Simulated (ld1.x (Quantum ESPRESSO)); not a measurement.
## Reading a pseudo-wave (Cu)

Columns: radius, all-electron u(r) and pseudo u(r) of the 4s shell (level -6.07 eV) of copper in the configuration [Ar] 3d10 4s0 4p1; PBE, scalar-relativistic, PAW scheme, ld1.x (Quantum ESPRESSO) 7.5.

```csv
r (bohr),all-electron,pseudo
0.120,-0.1321,-0.0590
0.240,-0.0755,-0.1175
0.360,0.1401,-0.1747
0.480,0.2564,-0.2303
0.600,0.2508,-0.2837
0.720,0.1676,-0.3344
0.840,0.0494,-0.3819
0.960,-0.0766,-0.4261
1.080,-0.1959,-0.4664
1.200,-0.3014,-0.5028
1.320,-0.3908,-0.5351
1.440,-0.4640,-0.5631
1.560,-0.5221,-0.5868
1.680,-0.5663,-0.6061
1.800,-0.5985,-0.6210
1.920,-0.6203,-0.6317
2.040,-0.6333,-0.6381
2.160,-0.6389,-0.6403
2.280,-0.6382,-0.6384
2.400,-0.6325,-0.6325
2.520,-0.6226,-0.6226
2.640,-0.6094,-0.6094
2.760,-0.5936,-0.5936
2.880,-0.5759,-0.5759
3.000,-0.5566,-0.5566
3.120,-0.5363,-0.5363
```

Task: How many radial nodes do the two functions have?

Result: The all-electron 4s function has n − l − 1 = 3 (the table is too coarse to show those close to the nucleus); the pseudo-wave has 0, since the states of the same l below it are removed with the core.

Task: At about which radius was the pseudo-wave matched?

Result: 2.40 bohr, where the columns begin to agree (steps of 0.12 bohr).

Task: Where does each function peak?

Result: Outermost all-electron maximum near 2.16 bohr, pseudo maximum near 2.16 bohr (to the table’s step).

Task: Is the pseudo-wave norm-conserving?

Result: No, it belongs to a PAW set: the norm inside the radius is not constrained, and the difference is carried by the augmentation charge.
